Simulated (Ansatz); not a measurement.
Geometry optimisation, Ansatz 0.2.0, RKS PBE-D4/def2-SVP.

input.yaml

```yaml
crystal:
  periodic: [false, false, false]
  atoms:
    - { symbol: Ge, position_ang: [0.0, 0.0, 0.0] }
    - { symbol: O, position_ang: [0.0, 0.0, 2.12] }
    - { symbol: H, position_ang: [-0.9095, -0.2814, 2.4571] }
    - { symbol: O, position_ang: [1.6691, 0.0, -0.5894] }
    - { symbol: H, position_ang: [1.9855, -0.9521, -0.7061] }
    - { symbol: H, position_ang: [-0.73, 1.2648, -0.5162] }
    - { symbol: O, position_ang: [-0.8337, -1.4443, -0.5894] }
    - { symbol: H, position_ang: [-1.2883, -1.91, 0.183] }
    - { symbol: S, position_ang: [1.3373, 2.0168, 0.8041] }
    - { symbol: H, position_ang: [2.4142, 1.5819, 1.5858] }
    - { symbol: H, position_ang: [0.6955, 1.0488, 1.9464] }
basis:
  gaussian: { orbitals: def2-SVP }
hamiltonian:
  xc: pbe
  dispersion: d4
relax:
  f_tol: 0.15
  max_steps: 25
  restrain:
    - { distance: [0, 8], at: 2.25, k: 30.0 }
    - { distance: [10, 1], at: 1.01, k: 30.0 }
    - { distance: [0, 1], at: 2.97, k: 30.0 }
    - { distance: [10, 8], at: 2.6, k: 30.0 }
output:
  orbitals: {}
```

Run as:

```bash
$ ansatz run input.yaml --threads 4 --pin off --max-ram 5120MiB --backend cpu --events-out ev --progress --plain --runs-dir out
```

Problem. Where does it end, and by what steps?

Solution. The forces met the threshold. The restraints hold the end off the free minimum; the threshold counts their pulls, which the force column leaves out. Restrained pairs: Ge1–S9 (2.55 → 2.25 Å), O2–H11 (1.27 → 1.00 Å), Ge1–O2 (2.12 → 2.98 Å), S9–H11 (1.63 → 2.61 Å). After 21 steps the energy has fallen by 2.724 eV (the restraints' own energy left out); H6 moved furthest, 1.57 Å.

```csv
step,energy less start (eV),largest force component (eV/Å),accepted
0,0.0000,3.456,yes
1,0.4407,3.094,yes
2,0.5398,3.011,yes
3,-0.0843,2.576,yes
4,-1.1824,1.418,yes
5,-1.5833,1.371,yes
6,-1.8791,1.139,yes
7,-2.0734,0.704,yes
8,-2.2163,1.321,yes
9,-2.3404,1.388,yes
10,-2.4212,1.172,yes
11,-2.4522,1.423,yes
12,-2.4828,1.301,yes
13,-2.5482,1.029,yes
14,-2.5879,0.861,yes
15,-2.6305,0.637,yes
16,-2.6613,0.569,yes
17,-2.6734,1.176,yes
18,-2.7113,0.633,yes
19,-2.7172,0.603,yes
20,-2.7220,0.536,yes
21,-2.7240,0.589,yes
```

```xyz
11
Properties=species:S:1:pos:R:3
Ge 0.163 0.494 -0.419
O 0.097 -0.791 2.269
H -0.265 0.000 2.719
O 1.745 -0.352 -0.130
H 1.743 -1.249 -0.517
H 0.009 1.003 -1.872
O -1.214 -0.577 -0.107
H -1.030 -0.908 0.815
S 0.428 2.101 1.136
H 1.780 1.986 0.988
H 0.884 -0.383 1.813
```

Time of the run: 26 s on 4 threads of Arm Neoverse V2, with other jobs on the host, peak memory 0.18 GiB.
